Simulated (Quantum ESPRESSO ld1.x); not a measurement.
All-electron atom: Er35+ in [Ar] 3d10 4s2 4p3. Method: scalar-relativistic Kohn-Sham, revPBE, spin-unpolarised, spherical densities, point nucleus; computed with ld1.x of Quantum ESPRESSO 7.5.

Unscreened Slater integrals over Kohn-Sham orbitals (cm^-1). Empty in this configuration: 4d, 5s.

F0(5s,5s): 254840
F0(5s,4d): 301720
G2(5s,4d): 34167
F0(5s,4p): 301440
G1(5s,4p): 31331
F0(5s,4s): 303030
G0(5s,4s): 23247
F0(5s,3d): 344880
G2(5s,3d): 17832
F0(4d,4d): 426650
F2(4d,4d): 217710
F4(4d,4d): 148650
F0(4d,4p): 425150
F2(4d,4p): 218160
G1(4d,4p): 270650
G3(4d,4p): 173920
F0(4d,4s): 430240
G2(4d,4s): 214390
F0(4d,3d): 546380
F2(4d,3d): 161940
F4(4d,3d): 81598
G0(4d,3d): 51909
G2(4d,3d): 66105
G4(4d,3d): 52135
F0(4p,4p): 424870
F2(4p,4p): 221810
F0(4p,4s): 429800
G1(4p,4s): 290930
F0(4p,3d): 538550
F2(4p,3d): 154580
G1(4p,3d): 50309
G3(4p,3d): 50811
F0(4s,4s): 435160
F0(4s,3d): 546620
G2(4s,3d): 51375
F0(3d,3d): 997500
F2(3d,3d): 508880
F4(3d,3d): 327520

Derived for the open shells (J is the average intra-shell exchange parameter used in DFT+U). 4p: J = F2/5 = 44360 cm^-1.
